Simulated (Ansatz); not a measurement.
Geometry optimisation, UKS LDA/def2-SVP (Ansatz).

Input:

```yaml
crystal:
  periodic: [false, false, false]
  atoms:
    - { symbol: B, position_ang: [0.271785, 0.388534, -0.001968] }
    - { symbol: H, position_ang: [0.510374, 0.921559, 1.049423] }
    - { symbol: "N", position_ang: [1.266374, -0.033267, -0.889951] }
    - { symbol: H, position_ang: [1.09346, -0.548467, -1.757089] }
    - { symbol: H, position_ang: [2.255586, 0.144175, -0.710492] }
    - { symbol: "N", position_ang: [-1.121926, 0.156424, -0.270247] }
    - { symbol: H, position_ang: [-1.81679, 0.476453, 0.426685] }
    - { symbol: H, position_ang: [-1.485963, -0.507136, -0.972516] }
    - { symbol: Cl, position_ang: [-0.972901, -0.998276, 1.966154] }
magnetization:
  spin_polarized: true
  initial_magnetization: 1
basis:
  gaussian: { orbitals: def2-SVP }
hamiltonian:
  xc: lda
relax:
  f_tol: 0.03
  max_steps: 50
```

Command:

```bash
$ ansatz run input.yaml --threads 2 --pin off --max-ram 3072MiB --backend cpu --events-out ev --progress --plain --runs-dir out
```

Task: Where does it end, and by what steps?

Result: The run converged. After 6 steps the energy has fallen by 0.173 eV; Cl9 moved furthest, 0.65 Å.

```csv
step,energy less start (eV),largest force component (eV/Å),accepted
0,0.0000,0.486,yes
1,-0.1000,0.247,yes
2,-0.1441,0.220,yes
3,-0.1646,0.218,yes
4,-0.1706,0.041,yes
5,-0.1723,0.041,yes
6,-0.1726,0.022,yes
```

```xyz
9
Properties=species:S:1:pos:R:3
B 0.285 0.517 -0.003
H 0.603 1.359 0.815
N 1.241 -0.058 -0.837
H 1.044 -0.812 -1.501
H 2.235 0.132 -0.712
N -1.117 0.220 -0.155
H -1.824 0.644 0.451
H -1.495 -0.495 -0.785
Cl -0.973 -1.507 1.566
```

Run time: 9.8 s on 2 threads of Arm Neoverse V1 (shared host), peak memory 0.13 GiB.
